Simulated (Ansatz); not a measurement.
Cost and result for the atomization energy of CH₉AlN₂Si (14 atoms, 15 bonds).

Z-matrix (Å, degrees):
```
Si
C 1 1.846
N 1 1.829 2 97.8
Al 1 2.704 2 49.0 3 -12.1
H 1 1.491 2 117.7 3 114.3
H 1 1.488 2 117.3 3 -109.8
N 2 1.467 1 117.7 3 -100.8
H 2 1.094 1 113.4 3 126.9
H 3 1.014 1 115.7 2 102.1
H 3 1.013 1 115.9 2 -130.6
H 4 1.595 1 113.0 2 -109.2
H 4 1.600 1 122.4 2 88.0
H 7 1.011 2 114.2 1 -41.1
H 7 1.011 2 112.9 1 83.7
```

Charge 0, multiplicity 1. The bonds changed during the relaxation, so this is another structure than the one it started from. Geometry: relaxed with PBE0-D4/def2-TZVP. It is one conformer, not always the lowest. Program: Ansatz. All runs use 4 threads of an Arm Neoverse V1 on a shared host. Times are those of one run each, without the atoms' runs, and a repeat can differ threefold. Electronic energies, without spin–orbit coupling; frozen cores. CCSD(T)/CBS adds CCSD(T) − MP2 in def2-TZVPP to the MP2 limit, and its time is that of the two runs behind it. T1 = 0.011. B3LYP takes the VWN-RPA correlation (the form of Gaussian; ORCA's B3LYP/G).

CCSD(T)/CBS is a level of theory with its own doubt, some kJ/mol a heavy atom from the limit and from the frozen cores, so smaller differences don't rank the functionals.

```
                             level  functions  wall time  atomization (kcal/mol)  difference from CCSD(T)/CBS  per bond
   PBE-D4/def2-TZVPP (with forces)        303        4 s                  1110.1                          9.3       0.6
                PBE0-D4/def2-TZVPP        303        5 s                  1094.8                         -6.0      -0.4
r2SCAN-D4/def2-TZVPP (with forces)        303        8 s                  1096.3                         -4.5      -0.3
 B3LYP-D4/def2-TZVPP (with forces)        303        8 s                  1102.1                          1.3       0.1
                 B2PLYP/def2-TZVPP        303      8.5 s                  1084.9                        -15.9      -1.1
                ωB97X-V/def2-TZVPP        303       11 s                  1107.6                          6.8       0.5
  ωB97M-V/def2-TZVPP (with forces)        303       17 s                  1105.5                          4.7       0.3
                    MP2/def2-QZVPP        581       48 s                  1092.9                         -7.9      -0.5
                CCSD(T)/def2-TZVPP        303     18 min                  1067.6                        -33.2      -2.2
                 CCSD(T)/CBS(def2)          –     19 min                  1100.8                          0.0       0.0
```

From PBE to PBE0 (25 % exact exchange), in def2-TZVPP and without D4, the atomization energy moves by −14.1 kcal/mol: exact exchange takes away binding that semilocal exchange gives to molecules. The D4 term adds +12.8 kcal/mol with B3LYP and +6.8 kcal/mol with PBE0; it sums over pairs of atoms, weighted by their polarisabilities, and B3LYP, whose exchange is more repulsive, gets the larger term. In def2-TZVPP, CCSD(T) changes the Hartree–Fock value by +291.0 kcal/mol (the triples alone add +14.9 kcal/mol) and MP2 by +296.5 kcal/mol; breaking electron pairs costs correlation energy, which Hartree–Fock lacks.
